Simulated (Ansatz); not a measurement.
Potential energy curve for C2, singlet.

Levels of theory: RKS-BLYP = restricted BLYP/cc-pVDZ (Ansatz, a program for electronic structure); RKS-PBE = Ansatz with restricted PBE/cc-pVDZ; RKS-PBE0 = Ansatz with restricted PBE0/cc-pVDZ; FCI = Ansatz with full CI/cc-pVDZ, frozen core.

Cost and accuracy over the 19 points of the scan, with FCI as yardstick. Costs are rough ratios of core time within Ansatz on shared cores, each with its mean field (Kohn-Sham runs search longer for lower solutions than correlated ones do); the miss is the largest error against full CI of the curve after the mean shift, in kcal/mol.

### Question
Which is the cheapest of these levels that stays within 36 kcal/mol of FCI?

### Answer
RKS-BLYP.

| level | relative cost | largest error |
|---|---|---|
| RKS-BLYP | 1 | 32.0 |
| RKS-PBE | 1 | 39.7 |
| RKS-PBE0 | 2 | 56.5 |

Costs within a factor of two of each other count as equal.

The scan ran from 0.92 to 4.98 Å; beyond the distances shown full CI changes its symmetry label. The restricted form behind RKS-BLYP, RKS-PBE, RKS-PBE0 keeps the bonding electrons paired and can't separate into open-shell fragments. Also computed but left out beside FCI, since their determinant holds another spin at the minimum (<S²> over 0.7 above the pure value): UHF, UMP2, UCCSD, UCCSD(T), UCCSDT, UCCSDT(Q), UKS-BLYP, UKS-PBE0, UKS-PBE, UKS-B3LYP/6-31G*, UKS-LDA (SVWN5)/6-31G*, UKS-BP86/6-31G*, UKS-B3LYP/3-21G.
